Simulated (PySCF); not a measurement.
Gas-phase reaction: 2 GeHF3 → GeH2F2 + GeF4

Energies from PySCF, thermal terms from the rigid-rotor harmonic-oscillator model, ideal gas at 1 bar. † marks an energy on the PBE0/def2-TZVP geometry and frequencies; other levels use their own. All species are closed-shell singlets. Ge: all electrons, no relativistic terms. GeHF3, GeH2F2: computed as isolated molecules; such fragments, hydroxides, amides, oligomers or adducts are transient or little studied in the gas.

| level | ΔH°(298 K), kJ |
|---|---|
| PBE/def2-SVP | 26 |
| PBE/def2-TZVP† | 26 |
| PBE0/def2-SVP† | [?] |
| LDA/def2-TZVP† | [?] |
| ωB97X-V/def2-TZVP† | 25 |

### Question
What belongs in the gaps?

### Answer

- PBE0/def2-SVP†, ΔH°(298 K), kJ: 26
- LDA/def2-TZVP†, ΔH°(298 K), kJ: 28
